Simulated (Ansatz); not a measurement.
Basis-set extrapolation for C$_{10}$H$_{20}$, SMILES `CC(C)(C)/C=C/C(C)(C)C` (PBE0-D4/def2-TZVP geometry, frozen core, the Gaussian-basis code of Ansatz). Multiplicity 1, RHF reference.

```json
{"": "HF", "def2-TZVPP": "-390.458460", "def2-QZVPP": "-390.476451"}
{"": "MP2 correlation", "def2-TZVPP": "-1.746583", "def2-QZVPP": "-1.853204"}
{"": "CCSD(T) correlation", "def2-TZVPP": "-1.921873", "def2-QZVPP": "not run"}
```

Energies in hartree. Use E(X) = E(∞) + A·exp(−7.88·√X) for Hartree–Fock and E(X) = E(∞) + B·X^(−2.97) for correlation, with X = 3 and 4, and add CCSD(T) minus MP2 of the smaller set to the MP2 limit.

Q: What is the CCSD(T) energy at the basis-set limit?

A: HF limit: -390.476451 + (-0.017991) × 0.13774 = -390.47893. MP2 limit: -1.853204 + (-0.106621) × 0.74074 = -1.93218. Higher-order term: -1.921873 − (-1.746583) = -0.17529. Total: -392.58640 hartree, 541.0 kJ/mol below CCSD(T)/def2-TZVPP.
